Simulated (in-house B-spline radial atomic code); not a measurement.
Radial electron density of V, [Ar] 3d3 4s2. Method: non-relativistic Hartree-Fock, average of configuration, point nucleus, inside a hard spherical wall at 1.69 bohr. Calculated with a B-spline radial code for spherical atoms.

Columns: r (bohr), 4πr²n(r) (electrons per bohr), bar.

```
 0.00269   0.6675 #
 0.00316   0.9015 #
 0.00371    1.212 ##
 0.00436    1.624 ##
 0.00512    2.163 ###
 0.00601    2.861 ####
 0.00706    3.762 #####
  0.0083    4.911 #######
 0.00975    6.341 #########
  0.0115    8.141 ############
  0.0135    10.24 ###############
  0.0158    12.62 ##################
  0.0186    15.39 ######################
  0.0218    18.27 ##########################
  0.0256    21.19 ##############################
  0.0301     23.9 ##################################
  0.0354    26.06 #####################################
  0.0415    27.33 #######################################
  0.0488    27.53 #######################################
  0.0573    26.59 ######################################
  0.0674    24.74 ###################################
  0.0791    22.62 ################################
   0.093    21.02 ##############################
   0.109     20.8 ##############################
   0.128    22.36 ################################
   0.151    25.51 ####################################
   0.177    28.83 #########################################
   0.208     30.8 ############################################
   0.244    29.92 ###########################################
   0.287    25.81 #####################################
   0.337    19.85 ############################
   0.396    14.44 #####################
   0.466    11.86 #################
   0.547    12.61 ##################
   0.643    14.86 #####################
   0.755    16.05 #######################
   0.887    15.25 ######################
    1.04    13.56 ###################
    1.22    10.98 ################
    1.44    4.916 #######
    1.67  0.03836
```

On this grid the curve has 3 maxima, near 0.0488, 0.208, 0.755 bohr.

The 3d radial function P(r) = rR(r), positive near the nucleus:

| r (bohr) | P |
| --- | --- |
| 0.0256 | 0.001406 |
| 0.0354 | 0.003465 |
| 0.0488 | 0.008262 |
| 0.0674 | 0.01918 |
| 0.093 | 0.04258 |
| 0.128 | 0.08916 |
| 0.177 | 0.1765 |
| 0.244 | 0.3206 |
| 0.337 | 0.5322 |
| 0.466 | 0.7922 |
| 0.643 | 1.028 |
| 0.887 | 1.113 |
| 1.22 | 0.859 |
| 1.67 | 0.0422 |
